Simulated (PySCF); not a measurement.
A structure optimised at B3LYP-D3(BJ)/def2-SVP, used in a PySCF frequency run:

```xyz
9

C      1.1940    -0.5769     0.9031
S      0.1424    -0.0939    -0.4060
C     -1.4852    -0.4932     0.3679
O      0.1917     1.3949    -0.6051
H      1.2337    -1.6405     1.1590
H      2.0660     0.0640     1.0589
H     -1.5977     0.1521     1.2489
H     -1.5250    -1.5588     0.6345
H     -2.2422    -0.2520    -0.3904
```
Charge 0, spin multiplicity 2.

Write its SMILES and formula.

[CH2]S(C)=O, C2H5OS

What are its rotational constants (standard atomic weights)?

7.3663, 6.9864, 4.1691 GHz
